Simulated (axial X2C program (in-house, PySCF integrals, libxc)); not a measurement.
TiSe⁺: properties at the nuclei

Computed with an in-house all-electron X2C program for linear molecules (integrals from PySCF): two-component X2C with atomic mean-field Coulomb and Gaunt terms, Gaussian nuclei, basis Se dyall-cv3z, Ti dyall-cv3z with contracted cores.

R = 2.174 Å (near the PBE0 minimum at charge 1 of the determinant lowest at the starting distance; the state shown can have its own minimum elsewhere).

Input and command:
```json
{"zs": [34, 22], "q": 1, "bas": ["dyall-cv3z", "dyall-cv3z"], "r0": 2.24, "levels": ["PBE0", "HF", "LDA", "PBE", "BP86"], "nst": 3}
```
```bash
python soeom.py task.json out
```

Keys: zs atomic numbers; q charge; bas basis sets; r0 starting distance in Å; levels methods; nst determinants followed.

Determinant lowest in the PBE0 search, Ω = 3/2 (⟨Sz⟩ = -0.50, ⟨Lz⟩ = 2.00 at PBE0), spin on the atoms Se 0.31, Ti -0.81:

```json
{"level": "PBE0", "Eeff magnitude (GV/cm)": "0.117", "Ws magnitude Se (kHz)": "0.0506", "Ws magnitude Ti (kHz)": "0.00969", "A∥/gI Se (MHz)": "-77", "qzz Se (a.u.)": "-2.10", "A∥/gI Ti (MHz)": "363", "qzz Ti (a.u.)": "-0.12"}
{"level": "HF", "Eeff magnitude (GV/cm)": "0.81", "Ws magnitude Se (kHz)": "0.233", "Ws magnitude Ti (kHz)": "0.0132", "A∥/gI Se (MHz)": "-43.8", "qzz Se (a.u.)": "-5.57", "A∥/gI Ti (MHz)": "322", "qzz Ti (a.u.)": "-0.32"}
{"level": "LDA", "Eeff magnitude (GV/cm)": "0.011", "Ws magnitude Se (kHz)": "0.013", "Ws magnitude Ti (kHz)": "0.00745", "A∥/gI Se (MHz)": "-19.8", "qzz Se (a.u.)": "-1.77", "A∥/gI Ti (MHz)": "347", "qzz Ti (a.u.)": "-0.36"}
{"level": "PBE", "Eeff magnitude (GV/cm)": "0.0291", "Ws magnitude Se (kHz)": "0.0197", "Ws magnitude Ti (kHz)": "0.00831", "A∥/gI Se (MHz)": "-33.8", "qzz Se (a.u.)": "-1.73", "A∥/gI Ti (MHz)": "354", "qzz Ti (a.u.)": "-0.29"}
{"level": "BP86", "Eeff magnitude (GV/cm)": "0.0286", "Ws magnitude Se (kHz)": "0.0191", "Ws magnitude Ti (kHz)": "0.00815", "A∥/gI Se (MHz)": "-29.7", "qzz Se (a.u.)": "-1.74", "A∥/gI Ti (MHz)": "351", "qzz Ti (a.u.)": "-0.28"}
```

Eeff is the effective electric field on the electron electric dipole moment in this Ω state and Ws the scalar–pseudoscalar constant of the nucleus named (defined with the proton number Z and per Ω); A∥ (defined per Ω) follows by multiplying with gI = μI/(I μN); qzz is the electric field gradient, eQq0 = 234.96 MHz × Q/barn × qzz. The operators were transformed with the bare-nucleus X2C matrices; with these basis sets, hyperfine constants and field gradients can be off by tens of per cent, and where levels differ in sign neither size nor sign is settled.

Q: With gI(47Ti) = -0.3154 (g factors from the IAEA table of nuclear moments by Stone), turn the PBE0 values of the first state into constants in MHz.

A: A∥(47Ti) = 363 × -0.3154 = -114 MHz.

Each state is one determinant with collinear spin. Unrestricted Hartree–Fock can overshoot spin polarisation at the nuclei. Where Eeff spreads by more than a factor of two the levels disagree and none is to be relied on. In the state Ω = 3/2 the atomic spins oppose each other (0.31, -0.81): a broken-symmetry determinant whose values are not spin-projected. The search compared states at one distance, so a state with another bond length can lie lower. The sign of Ws at Ti differs between levels in the first state. Further determinants of the search, some of them spin-mixed, are not shown. Where a field gradient or hyperfine factor spreads by more than a factor of two over the levels, a constant derived from it is not to be relied on.
